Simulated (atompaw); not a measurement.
# Pm (Z = 61) PAW (atompaw): all-electron and pseudo phase curves

```json
{
 "Element": "Pm",
 "Generator": "atompaw 4.2.0.5",
 "Type": "PAW",
 "Functional": "LDA (PW92)",
 "Relativity": "scalar-relativistic",
 "Frozen core": "[Kr] 4d10",
 "Valence charge": "15",
 "Reference configuration": "4f4.5 5s2 5p6 5d0.5 6s2 6p0",
 "Partial waves": "5s (bound): rc 2.45 bohr; 6s (bound): rc 2.05 bohr; 5p (bound): rc 2.55 bohr; 6p (bound, empty): rc 2.60 bohr; 5d (bound): rc 3.00 bohr; 5d channel at 1.1 Ry: rc 3.00 bohr; 4f (bound): rc 1.10 bohr; 4f channel at 0.5 Ry: rc 1.10 bohr",
 "Local potential": "vpsmatchnc scheme with l = 4 at 0.5 Ry, radius 2.40 bohr",
 "Core correction": "smooth core density matched at 1.95 bohr",
 "Augmentation charge": "gaussian compensation charge, radius 2.80 bohr; PAW radius 3.00 bohr; waves and projectors: custom polynom vanderbiltortho"
}
```

The phase is arctan(r·u′/u) with u = r·R(r), unwrapped; energies in Ry, scanned from -5 to 5 Ry. A pole is an energy at which the radial function vanishes at the test radius. The pseudo phase is shifted by a multiple of π to meet the all-electron one at the reference energy, and phase errors are pseudo minus all-electron; the curves can meet again beyond the range given. Levels narrower than the energy grid can be missing from the lists of poles.

For each channel, where are the poles, and over which energies does the pseudopotential scatter like the atom?

```csv
channel,radius (bohr),reference energy (Ry),"poles, all-electron","poles, pseudo",unbroken range about the reference energy with phases within 0.05 rad,phase error 1 Ry above the reference energy (rad)
s,3.02,-0.29,"-3.15, 2.44","-3.15, 2.46",the whole range,+0.001
p,3.02,-0.10,"-1.60, 3.67","-1.60, 3.47",below 4.5,-0.006
d,3.02,-0.18,0.58,0.58,below 2.8,-0.000
f,3.02,-0.36,"-0.32, 3.21","-0.32, 3.22",the whole range,+0.000
```

Note: ghost state, extra bound levels that the all-electron valence spectrum of the same l lacks: s at -182.1 eV. A true bound ghost makes a file unfit for plane-wave use.

Phases in the p channel:

```tsv
E (Ry)	all-electron	pseudo
-5.00	1.408	1.408
-4.52	1.397	1.397
-4.04	1.383	1.383
-3.56	1.365	1.365
-3.08	1.337	1.337
-2.60	1.284	1.284
-2.12	1.071	1.071
-1.64	-1.537	-1.537
-1.16	-1.744	-1.744
-0.68	-1.833	-1.833
-0.20	-1.938	-1.938
0.28	-2.136	-2.136
0.76	-2.704	-2.707
1.24	-3.854	-3.864
1.72	-4.348	-4.356
2.20	-4.524	-4.532
2.68	-4.613	-4.622
3.16	-4.668	-4.681
3.64	-4.710	-4.728
4.12	-4.745	-4.776
4.60	-4.779	-4.839
```
